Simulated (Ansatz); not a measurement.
Species: SnO$_{2}$ (charge 0, singlet). 
Structure (B3LYP-D3(BJ)/def2-TZVP (Ansatz, a first-principles code) minimum search):
```
Sn
O 1 1.8140
O 1 1.8140 2 180.00
```
Charge 0, spin multiplicity 1.

Quantity: atomisation energy (electronic, to ground-state atoms), in kJ/mol. Valence correlation only, unless marked. Open shells are spin-unrestricted. Spin-orbit coupling is left out. Frozen are the shells of the preceding noble gas and the d and f shells that filled before the atom's block. Past Kr the def2 sets carry scalar-relativistic core potentials. The coupled-cluster limit lacks core correlation, which all-electron functionals hold. CBS(X,Y): correlation extrapolated as X^-3; Hartree-Fock from the larger set.

```tsv
level	program	atomisation energy (kJ/mol)
HF/def2-TZVPP	Ansatz	132.0
```

Problem. Predict the CCSD(T)/CBS(def2-TZVPPD,def2-QZVPPD) result (Ansatz).

Solution. 804.3 kJ/mol
